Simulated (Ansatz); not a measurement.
A search over several starts for the lowest SCF solution of the cluster Mg3O2⁺ at the given spin, in a small basis.

```yaml
crystal:
  periodic: [false, false, false]
  atoms:
    - {symbol: Mg, position_ang: [0.696317, 1.271864, 0.254762]}
    - {symbol: Mg, position_ang: [-2.061785, -0.678265, 1.571848]}
    - {symbol: Mg, position_ang: [0.392959, -0.913519, -1.085275]}
    - {symbol: O, position_ang: [1.581375, 0.519747, -1.205370]}
    - {symbol: O, position_ang: [-0.608865, -0.199828, 0.464026]}
basis:
  gaussian: {orbitals: def2-SVP, initial_orbitals: start.molden}
total_charge: 1
magnetization: {spin_polarized: true, initial_magnetization: 1}
hamiltonian: {xc: pbe0, dispersion: d4}
output: {orbitals: {seedname: orbitals}}
```

The file start.molden holds the orbitals of an earlier run on this structure, at another level or in another basis.

```sh
$ ansatz run in.yaml --threads 4 --pin off --events-out ev --progress --plain --max-ram 3916MiB
```

Shortened log:

```
Functional definition: PBE0
  name "PBE0"
  cite "Adamo & Barone, J. Chem. Phys. 110, 6158 (1999) doi:10.1063/1.478522"
  cite "Perdew, Burke & Ernzerhof, Phys. Rev. Lett. 77, 3865 (1996) doi:10.1103/PhysRevLett.77.3865"
  parent pbe
  parameter a = 0.25
  parameter kappa = 0.804
  parameter beta = 0.06672455060314922
  exchange = (1 - a)*pbe_x(kappa = kappa, mu = beta*pi^2/3) + a*exact_x
  correlation = pbe_c(beta = beta)
703 factors; integrals over basis functions are off by at most 2.4e-4 eV
mean field evaluation 1: about -20383.5338 eV, gradient 8.7e1 eV
mean field evaluation 2: about -20396.0681 eV, gradient 1.4e1 eV
mean field evaluation 4: about -20401.7523 eV, gradient 1.3e0 eV
mean field evaluation 8: about -20402.0655 eV, gradient 1.1e-2 eV
mean field evaluation 16: about -20245.2312 eV, gradient 1.1e2 eV
mean field evaluation 32: about -20402.0656 eV, gradient 4.9e-5 eV
mean field -20402.06555072 eV, -749.7620799722 hartree, gradient 2.5e-5 eV, S^2 0.751400; 1 other end points of the search recorded, 0 dependent functions left out
reference -20402.06559327 eV, -749.7620815360 hartree; 26, 25 occupied and 56, 57 virtual orbitals, 703 factors
Total energy: -20402.18259104 eV, -749.7663811246 hartree
```

Run time 3 s (4 threads of Arm Neoverse V2 on a shared host).

The structure comes from a short search, and lower isomers may exist.
